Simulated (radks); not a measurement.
Values are calculated unless marked as measured or tabulated.
Problem. Hg XII, 69 electrons, occupied as [Xe] 4f14 5d1 (the NIST ground configuration). Code: a radial shooting solver on a logarithmic mesh with Libxc functionals. Model: Dirac Kohn-Sham, LB94 model potential, spin-unpolarised, spherical densities, finite nucleus; open shells fill j = l - 1/2 first; Fermi nuclear charge, rms radius 5.4648 fm. Some entries of the table are withheld. Estimate them.

| orbital | occ. | eigenvalue (eV) | r(max) (bohr) |
|---|---|---|---|
| 1s1/2 | 2 | -83477.20 | 0.01022 |
| 2s1/2 | 2 | (1) | 0.05930 |
| 2p1/2 | 2 | -14393.93 | 0.04353 |
| 2p3/2 | 4 | -12431.25 | 0.05105 |
| 3s1/2 | 2 | -3719.865 | (2) |
| 3p1/2 | 2 | -3453.692 | 0.1556 |
| 3p3/2 | 4 | -3019.319 | 0.1708 |
| 3d3/2 | 4 | -2573.891 | 0.1328 |
| 3d5/2 | 6 | -2480.562 | 0.1370 |
| 4s1/2 | 2 | -978.0144 | 0.3761 |
| 4p1/2 | 2 | -863.7162 | 0.3738 |
| 4p3/2 | 4 | -759.2899 | 0.4053 |
| 4d3/2 | 4 | -570.9716 | 0.3975 |
| 4d5/2 | 6 | -551.3818 | 0.4072 |
| 5s1/2 | 2 | -318.4248 | (3) |
| 4f5/2 | 6 | -308.6352 | 0.3626 |
| 4f7/2 | 8 | -304.2929 | 0.3673 |
| 5p1/2 | 2 | -278.2375 | 0.8492 |
| 5p3/2 | 4 | -256.1672 | 0.9188 |
| 5d3/2 | 1 | -195.8921 | 1.028 |
| 5d5/2 | 0 | -192.4637 | 1.050 |

Solution. 
(1) 2s1/2 eigenvalue (eV): -14976.19
(2) 3s1/2 r(max) (bohr): 0.1669
(3) 5s1/2 r(max) (bohr): 0.8129
